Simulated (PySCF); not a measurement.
Vertical excitations of a molecule C₄H₇BFN from TDA-PBE/def2-SVPD (PySCF), as energy in eV (oscillator strength): 5.01 (0.000), 5.12 (0.146), 5.26 (0.000), 5.79 (0.000), 6.29 (0.018), 6.37 (0.000), 6.46 (0.004), 6.56 (0.076), 6.88 (0.005), 6.94 (0.001). Lowest triplet (TDA): 3.92 eV. The structure is a stationary point at r2SCAN-D4/def2-SVP. One conformer was computed; it need not be the lowest.

Which structure fits?
A) CB(F)N1C=CC1
B) C=C=CB(N)CF
C) C=C=CB(F)NC
D) C=C1B(N)C[C@H]1F

C, C=C=CB(F)NC
